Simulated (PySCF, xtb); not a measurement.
CHF, SMILES [CH]F (connectivity only; charge and spin as stated), neutral, multiplicity 1.

Coordinates come from a PBE-D3(BJ)/def2-TZVPD optimisation. The isomer is the one that the SMILES or the coordinates give; other isomers of the formula were not compared.

These are IEF-PCM-B3LYP/def2-TZVPD (PySCF) values and carry that method's errors.

The values are the electrostatic part of the solvation free energy, E(continuum) − E(gas) at the gas-phase geometry, in a cavity of scaled van der Waals radii (PySCF's table); cavitation and dispersion terms are not included. In vacuum the orbital gap is 3.98 eV. The dipole moment in vacuum is 1.46 D.

### Question
Estimate the values in water (ε = 78.36), cyclohexanone (ε = 15.62), acetonitrile (ε = 35.69). (Estimate from the structure and the level; the computed values follow.)

### Answer

| solvent | ε | ΔG(elec) (kcal/mol) | dipole (D) | gap (eV) |
|---|---|---|---|---|
| water | 78.36 | -2.9 | 1.89 | 4.14 |
| cyclohexanone | 15.62 | -2.6 | 1.85 | 4.12 |
| acetonitrile | 35.69 | -2.8 | 1.88 | 4.13 |

For comparison, GFN2-xTB/ALPB(water) (xtb, at the GFN2-xTB geometry, all terms of that model) gives 0.5 kcal/mol.
